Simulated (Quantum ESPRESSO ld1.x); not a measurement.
Results of a calculation; reference values are marked as such.
One sound ld1.x (Quantum ESPRESSO 7.5) input for neutral technetium gives E = -4286.141 hartree in 27 iterations:

```
 &input
    zed=43.0,
    iswitch=1,
    rel=1,
    dft='BLYP',
    config='[Kr] 4d5 5s2',
    prefix='ld1',
    max_out_wfc=37,
    file_charge='ld1.rho',
 /
```

Changed or added lines, one case at a time, and what came of them:

- xmin=-20.0: refused. The program stops in do_mesh with "ndmx is too small": a lower xmin needs more points.
- dft='HF': refused. The program stops in ld1_setup with "HF not implemented yet": ld1.x has no Hartree-Fock; KLI and OEP are its exact-exchange options.
- config='[Kr] 4d5 5s2 1s1': refused. The program stops in el_config with "wavefunction 1S found too many times": the bracketed core already holds 1s.
- rel=2 lsd=1: refused. The program stops in ld1_readin with "local spin density and spin-orbit not allowed": spin polarisation goes with rel = 0 or 1 alone.
- tr2=1e-2: inaccurate. The cycle stops early, after 7 iterations, and the energy is off by -0.2638 hartree against the sound run.
- lsd=2: refused. The program stops in ld1_readin with "lsd not correct": lsd takes 0 or 1.
- dx=0.1: inaccurate. The radial step is too large to integrate the orbitals; the run ends without a warning, but the energy is off by -0.2305 hartree against the default mesh.
